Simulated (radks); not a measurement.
Effect of the nuclear size on the terbium ion Tb+, [Xe] 4f9 6s1. Calculated with a radial shooting solver on a logarithmic mesh with Libxc functionals: Dirac Kohn-Sham, PBE, spin-unpolarised, spherical densities, finite nucleus; open shells are shared between the two j in proportion to 2j + 1; Fermi nuclear charge, rms radius 5.06 fm. The rms radius is varied about that value; shifts are against it.

rms radius (fm)  total energy shift (eV)  density at nucleus (e/bohr^3)  1s1/2 shift (meV)  2s1/2 shift (meV)  4p1/2 shift (meV)  5s1/2 shift (meV)  5p1/2 shift (meV)  6s1/2 shift (meV)  6p1/2 (empty) shift (meV)
4.134                              -7.54                      7.242e+05              -3100               -404              0.376              -3.13              0.227             -0.266                      0.078
4.5641                             -4.18                      7.056e+05              -1720               -224              0.208              -1.73              0.125             -0.147                      0.043
5.06                                   0                      6.867e+05              0.000              0.000              0.000              0.000              0.000              0.000                      0.000
5.2472                              1.66                      6.802e+05                683               88.8             -0.082              0.688             -0.050              0.058                     -0.017
6.2946                              11.8                      6.483e+05               4840                629             -0.581               4.87             -0.352              0.414                     -0.121

Slopes of the eigenvalues against <r^2> in GHz/fm^2, as finite differences over the two radii next to the reference (eigenvalue slopes, not the field-shift constants of lines): 1s1/2 86700, 2s1/2 11300, 4p1/2 -10.5, 5s1/2 87.4, 5p1/2 -6.32, 6s1/2 7.42, 6p1/2 (empty) -2.17.
